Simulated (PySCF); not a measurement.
H2S, charge +1, doublet, at a GFN2-xTB geometry (a state made from the parent by changing its charge; the spin is typed, not shown lowest). Base run: HF/def2-SVP run with PySCF.

The PySCF input:
```python
from pyscf import gto, scf

mol = gto.Mole()
mol.atom = '''
    S    -0.00036152   -0.00213359    0.10390253
    H    -0.03847239    1.00861520   -0.81100328
    H     0.04425671   -0.97447779   -0.85143727
'''
mol.basis = 'def2-svp'
mol.charge = 1
mol.spin = 1
mol.verbose = 4
mol.build()

mf = scf.UHF(mol)
mf.kernel()
mf.analyze()
```

The base run was repeated with changes; each row names its change, and settings that it needs were set with it.

```csv
change,ΔE vs base (mEh),SCF cycles,<S^2>
base,0.000,10,0.761
diis_space = 20,0.000,10,0.761
conv_tol = 1e-7,0.000,9,0.761
level_shift = 1.0 (with mf.max_cycle = 100),0.000,17,0.761
solver = newton; init_guess = 1e,0.000,-,0.761
init_guess = sap,0.000,10,0.761
diis = off (with mf.max_cycle = 100),0.000,20,0.761
init_guess = atom,0.000,10,0.761
conv_tol_grad = 1e-3,0.000,10,0.761
level_shift = 0.3 (with mf.max_cycle = 100),0.000,12,0.761
diis_space = 4,0.000,11,0.761
conv_tol_grad = 1e-7,0.000,13,0.761
solver = newton,0.000,-,0.761
```

Open shells are given as the SCF converged; they aren't shown to be the lowest states, and a large step between rows can be another state.
